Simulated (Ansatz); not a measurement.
Consider the atomization: `[CH3][GeH2][SH]` → C• + Ge• + 6 H• + S•.

Computed with Ansatz on PBE0-D4/def2-TZVP structures; ΔE is electronic, products minus reactants. CBS: MP2 limit from def2 TZ/QZ plus the TZ coupled-cluster correction, frozen cores. This one scheme is used for every species, atoms too. No spin–orbit coupling; open shells (•) take unrestricted orbitals. Spin–orbit coupling would lower the free atoms: a little for C, S; clearly for Ge. For Ge outer-core shells are correlated without core-valence functions, so the limit isn't a true one: a few kJ/mol of doubt a bond, and 10 to 20 or more in all where bonds break to atoms. Scalar relativity is left out up to krypton. Each species was taken in one conformer, which may not be the lowest.

`[CH3][GeH2][SH]`:

```xyz
9

C    -0.125    1.239   -0.628
Ge    0.044   -0.637   -0.141
S     0.142   -0.671    2.088
H    -0.180    1.339   -1.713
H     0.738    1.798   -0.265
H    -1.030    1.658   -0.188
H     1.329   -1.261   -0.719
H    -1.170   -1.459   -0.613
H     0.253   -2.006    2.179
```

```json
{"species": "`[CH3][GeH2][SH]`", "SCS-MP2/def2-TZVPP energy (Eh)": "-2514.93303"}
{"species": "C•", "SCS-MP2/def2-TZVPP energy (Eh)": "-37.76105"}
{"species": "Ge•", "SCS-MP2/def2-TZVPP energy (Eh)": "-2075.48945"}
{"species": "H•", "SCS-MP2/def2-TZVPP energy (Eh)": "-0.49981"}
{"species": "S•", "SCS-MP2/def2-TZVPP energy (Eh)": "-397.61834"}
```

Work out ΔE.

ΔE = 6 × (-0.49981) + (-37.76105) + (-2075.48945) + (-397.61834) − (-2514.93303) = 1.06533 Eh = +2797.0 kJ/mol. CCSD(T)/CBS gives +2851.4 kJ/mol.

Largest T1 diagnostic among the species: 0.010.

Leaving LDA and LC-ωPBE aside and taking each functional with its dispersion term where it has one, the values, not all of them listed here, spread over 89.1 kJ/mol, from BHLYP-D4 to B97M-V. LDA lies +365.9 kJ/mol from PBE without D4, its usual overbinding. At CCSD(T), def2-SVP lies −177.2 kJ/mol from the extrapolated value and def2-TZVPP −58.0 kJ/mol: correlation converges slowly with the basis, and small sets miss more of it in the bonded molecule than in its fragments.

For atomizations the MP2-based limit and the directly extrapolated one differ by several kJ/mol either way, and by 10 to 25 for some Ge, Se and Sn compounds, so smaller differences from it don't rank the levels.
